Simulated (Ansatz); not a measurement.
One change: `[OH][InH][F]` becomes `[F][InH][SH]`.

Ansatz, PBE0-D4/def2-TZVP geometries, multiplicity 1. Each molecule was computed in one conformer, which needn't be the lowest.

Elements past krypton have def2 core potentials.

```
                                          property  `[OH][InH][F]`
                LUMO energy (PBE0/def2-TZVPP) / eV           -1.41
                HOMO energy (PBE0/def2-TZVPP) / eV           -8.90
                 LUMO energy (PBE/def2-TZVPP) / eV           -2.33
    size of the dipole moment (PBE/def2-TZVPP) / D            3.91
             HOMO–LUMO gap (B3LYP/def2-TZVPP) / eV            6.86
size of the dipole moment (ωB97M-V/def2-TZVPP) / D            4.17
```

Q: Give the same properties after the change, and the shifts. (Estimate.)

A: The calculation gave: 
```csv
property,`[F][InH][SH]`,shift
LUMO energy (PBE0/def2-TZVPP) / eV,-1.55,-0.14
HOMO energy (PBE0/def2-TZVPP) / eV,-7.88,1.02
LUMO energy (PBE/def2-TZVPP) / eV,-2.24,0.09
size of the dipole moment (PBE/def2-TZVPP) / D,1.92,-1.99
HOMO–LUMO gap (B3LYP/def2-TZVPP) / eV,5.81,-1.05
size of the dipole moment (ωB97M-V/def2-TZVPP) / D,2.11,-2.06
```

With PBE0 the HOMO rises by 1.02 eV and the LUMO falls by 0.14 eV, so the gap narrows by about 1.16 eV. PBE moves the HOMO by 0.58 eV and ωB97M-V by 1.27 eV. Dipoles are sizes alone; their direction can turn.

B3LYP here is the variant with VWN-RPA as its local correlation; programs differ in this.
